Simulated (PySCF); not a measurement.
Species: C9H10O.
Geometry (PBE0-D3(BJ)/def2-SVP, Å), atoms numbered from 1 in this order:
```xyz
20
C9H10O angstrom
C      3.7295    0.0283    0.3311
O      2.9716    1.2065    0.2907
C      1.6484    1.0991    0.1190
C      0.9275   -0.0297   -0.0172
C     -0.5233   -0.0943   -0.2009
C     -1.3460    1.0401   -0.3275
C     -2.7198    0.9148   -0.4967
C     -3.3170   -0.3459   -0.5486
C     -2.5185   -1.4812   -0.4290
C     -1.1428   -1.3541   -0.2583
H      4.7767    0.3261    0.4670
H      3.6329   -0.5452   -0.6078
H      3.4242   -0.6196    1.1719
H      1.1891    2.0910    0.1059
H      1.4369   -0.9959    0.0143
H     -0.9082    2.0403   -0.2976
H     -3.3336    1.8140   -0.5922
H     -4.3969   -0.4400   -0.6835
H     -2.9693   -2.4759   -0.4690
H     -0.5252   -2.2518   -0.1648
```

Computed with TDDFT CAM-B3LYP/def2-SVPD, vertical, gas phase, core orbitals frozen in the response in PySCF.

Ground-to-excited transition dipoles (e·a0, same axes as the geometry; the sign carries no meaning), for the states with f of 0.002 or more among the lowest 7:

| state | E (eV) | μx | μy | μz |
| --- | --- | --- | --- | --- |
| S1 | 4.769 | 1.538 | 0.193 | 0.207 |
| S2 | 5.061 | -1.258 | -0.376 | -0.168 |
| S3 | 5.960 | -0.018 | -0.001 | 0.277 |
| S4 | 6.158 | -0.443 | -1.026 | -0.042 |
| S5 | 6.188 | 0.132 | 0.284 | 0.006 |
| S6 | 6.500 | -1.494 | -0.417 | -0.200 |
| S7 | 6.514 | 0.162 | 0.051 | -0.035 |

Problem. Work out the oscillator strengths.

Solution. f = (2/3) ΔE |μ|² with ΔE in hartree (27.2114 eV).

| state | \|μ\|² (au) | \|μ\| (D) | f |
| --- | --- | --- | --- |
| S1 | 2.445 | 3.97 | 0.286 |
| S2 | 1.752 | 3.36 | 0.217 |
| S3 | 0.077 | 0.71 | 0.011 |
| S4 | 1.250 | 2.84 | 0.189 |
| S5 | 0.098 | 0.80 | 0.015 |
| S6 | 2.446 | 3.97 | 0.389 |
| S7 | 0.030 | 0.44 | 0.005 |

Problem. What angle do the transition dipoles of S5 and S6 make?

Solution. |cos θ| = |μa·μb| / (|μa| |μb|) = 0.65, so θ ≈ 50° (taken between 0 and 90°, since the signs are arbitrary).

Problem. How is the summed strength of these states shared among x, y and z?

Solution. (2/3) Σ ΔE μα² gives 0.864 for x, 0.221 for y and 0.027 for z, 1.112 in all.

Problem. What peak molar absorption coefficient would the strongest computed level give as a lone Gaussian band 0.3 eV wide at half height?

Solution. ε(max) = 2.175×10⁸ f / FWHM, with the width in cm⁻¹. S6: 2.175×10⁸ × 0.3894 / 2420 ≈ 35000 L mol⁻¹ cm⁻¹.

The vertical ionisation energy (ΔSCF) is 7.73 eV, 1.22 eV above S7.

One conformer stands for the species.
